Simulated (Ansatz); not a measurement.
## A geometry optimisation of FH3NSn+ with r2SCAN-D4/def2-SVP

The starting geometry of this gas-phase singlet was optimised with GFN2-xTB.

```xyz
6

F    -0.6137   -4.6690    1.2698
N    -0.8718   -1.9739    0.1109
Sn   -1.0284   -2.8986    1.8881
H    -1.2680   -1.0339   -0.0041
H    -1.2472   -2.6110   -0.6137
H    -1.2526   -2.8845    3.6250
```

Q: Where would you expect an optimisation with r2SCAN-D4/def2-SVP to take it?

A: It keeps its bonds, and is `[NH2+]=[SnH][F]`.

The energy falls by 0.24 eV over 9 steps:

```tsv
step	E − E(last) (eV)
1	0.245
2	0.085
3	0.042
4	0.023
5	0.006
6	0.000
7	0.000
8	0.000
9	0.000
```

Final geometry (Å):

```xyz
6

F    -0.6750   -4.8598    1.3703
N    -1.1211   -2.0182    0.1913
Sn   -1.0204   -3.0499    1.8231
H    -1.2982   -1.0144    0.1601
H    -0.9953   -2.4628   -0.7196
H    -1.1717   -2.6658    3.4509
```

Frequencies at the end are all real (lowest 148 cm⁻¹). Atoms past krypton carry core potentials, without spin–orbit terms. Run with Ansatz 0.2.0, 11 s on 1 thread of Intel(R) Xeon(R) 6975P-C (Granite Rapids), on a shared host.
